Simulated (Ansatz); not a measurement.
Ideal-gas functions of CH5NOZn, SMILES `[NH2][Zn][CH2]O` at 298.15 K and 1 bar, from an Ansatz frequency run at PBE0-D4/def2-TZVP.

Molar mass 112.45 g/mol, point group Cs (symmetry number 1), electronic degeneracy 1, moments of inertia 18.369, 218.342, 230.88 u Å². Harmonic wavenumbers (cm⁻¹, unscaled): 53, 105, 139, 258, 302, 358, 528, 665, 683, 746, 1045, 1173, 1231, 1341, 1485, 1560, 2988, 3024, 3570, 3662, 3836.

Use S(trans) = R[1.5 ln M + 2.5 ln T − 1.1517]; rotational temperatures θ = 24.2544 K / I; S(rot) = R[ln(√π/σ · √(T³/θAθBθC)) + 1.5]; for each mode x = 1.438777 ν̃/T, S = R[x/(eˣ − 1) − ln(1 − e⁻ˣ)] and H = RT x/(eˣ − 1); 1 cm⁻¹ = 0.0119627 kJ/mol; R = 8.31446 J/(mol·K).

By hand: the entropy, in J/(mol·K).

Translation 167.8. Rotation: θ = 1.3204, 0.1111, 0.1051 K, giving 105.6. Vibration, mode by mode: 19.67, 14.06, 11.79, 7.01, 5.88, 4.73, 2.48, 1.47, 1.37, 1.07, 0.33, 0.19, 0.15, 0.10, 0.05, 0.04, 0.00, 0.00, 0.00, 0.00, 0.00, in all 70.4. Electronic 0.0. Sum 343.8 J/(mol·K).

By hand: H − E and G − E in kJ/mol, counted from the electronic energy.

Zero-point energy ½ × 28752 × 0.0119627 = 172.0; thermal vibration 10.7; translation, rotation and pV give 4 RT = 9.9. H − E = 192.6 kJ/mol, and G − E = 192.6 − 298.15 × 343.8/1000 = 90.1 kJ/mol.

Vibration gives 20 % of the entropy, 45.5 J/(mol·K) of it from the modes under 150 cm⁻¹: soft modes count most, and the harmonic formula is weakest for them. The sum counts one conformer and one mirror image; others add a mixing term.
